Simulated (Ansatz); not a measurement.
The molecule LiC-, multiplicity 5 (lowest of 2S+1 = 1, 3, 5 at CCSD(T)/def2-TZVPP on PBE0 minima; our sources give no spin for the ground state, which may be another).

Constants: fifth-degree fit in 1/R to seven points, most abundant isotopes. Runs in def2 and cc sets follow the lowest solution found near the PBE0 minimum.

Codes used: Ansatz (an electronic-structure program) with Gaussian orbitals. Each number belongs to the level named beside it.

Energies at SVWN5/def2-TZVPP:

| R (Å) | E (hartree) |
|---|---|
| 1.847279 | -44.93825866 |
| 1.896937 | -44.93933719 |
| 1.942622 | -44.93977935 |
| 1.994267 | -44.93976307 |
| 2.045911 | -44.93930517 |
| 2.105501 | -44.93834774 |
| 2.175022 | -44.93679557 |

Q: With a reduced mass of 4.4274 u, find the minimum, the force constant and the constants.

A: A fifth-degree polynomial in 1/R puts the minimum at r_e = 1.9663 Å with force constant 81.3 N/m. Then ω_e = (1/2πc)√(k/μ) = 558 cm⁻¹ and B_e = h/(8π²cμr_e²) = 0.9848 cm⁻¹; the cubic and quartic terms give α_e = 0.019 and ω_e x_e = 7.4 cm⁻¹.
